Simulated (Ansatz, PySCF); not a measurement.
Dimer: H2 (SMILES [H][H]) (first 2 atoms) with C3H6 (SMILES C=CC); geometry from B3LYP-D3(BJ)/def2-TZVP.
(charge 0, multiplicity 1):
```json
[
 {"atom": "H", "x (Å)": "0.1713", "y (Å)": "-0.0407", "z (Å)": "0.5281"},
 {"atom": "H", "x (Å)": "0.2018", "y (Å)": "-0.4420", "z (Å)": "-0.0989"},
 {"atom": "C", "x (Å)": "-0.4607", "y (Å)": "1.2427", "z (Å)": "3.2660"},
 {"atom": "C", "x (Å)": "0.3690", "y (Å)": "0.2427", "z (Å)": "3.5353"},
 {"atom": "C", "x (Å)": "0.0098", "y (Å)": "-1.2082", "z (Å)": "3.4978"},
 {"atom": "H", "x (Å)": "-1.4948", "y (Å)": "1.0626", "z (Å)": "2.9934"},
 {"atom": "H", "x (Å)": "-0.1391", "y (Å)": "2.2753", "z (Å)": "3.3086"},
 {"atom": "H", "x (Å)": "1.3971", "y (Å)": "0.4730", "z (Å)": "3.8030"},
 {"atom": "H", "x (Å)": "0.1813", "y (Å)": "-1.6795", "z (Å)": "4.4697"},
 {"atom": "H", "x (Å)": "-1.0363", "y (Å)": "-1.3535", "z (Å)": "3.2254"},
 {"atom": "H", "x (Å)": "0.6295", "y (Å)": "-1.7457", "z (Å)": "2.7742"}
]
```

Basis-set superposition error: the interaction energy with monomers in their own basis, and in the dimer's basis (counterpoise).

The values were computed with Ansatz (a first-principles code) with Gaussian orbitals; PySCF for M06-2X. Each number belongs to the level named beside it.

| level | uncorrected (kcal/mol) | counterpoise (kcal/mol) | difference |
|---|---|---|---|
| SVWN5/def2-TZVPPD | -1.47 | -1.43 | 0.04 |
| B97M-V/def2-TZVPPD | -0.74 | -0.69 | 0.05 |
| B3LYP/def2-TZVPPD | 0.12 | 0.15 | 0.03 |
| M06-2X/def2-TZVPPD | -0.67 | -0.64 | 0.03 |
| CAM-B3LYP/def2-TZVPPD | -0.22 | -0.19 | 0.03 |
| wB97X-V/def2-TZVPPD | -0.69 | -0.67 | 0.02 |
| MP2/aug-cc-pVDZ | -1.00 | -0.50 | 0.49 |
| SCS-MP2/aug-cc-pVTZ | -0.58 | -0.39 | 0.19 |
| CCSD/aug-cc-pVDZ | -0.83 | -0.36 | 0.47 |
| CCSD(T)/aug-cc-pVDZ | -0.97 | -0.47 | 0.50 |

The error is largest for CCSD(T)/aug-cc-pVDZ (0.50 kcal/mol) and smallest for wB97X-V/def2-TZVPPD (0.02 kcal/mol).
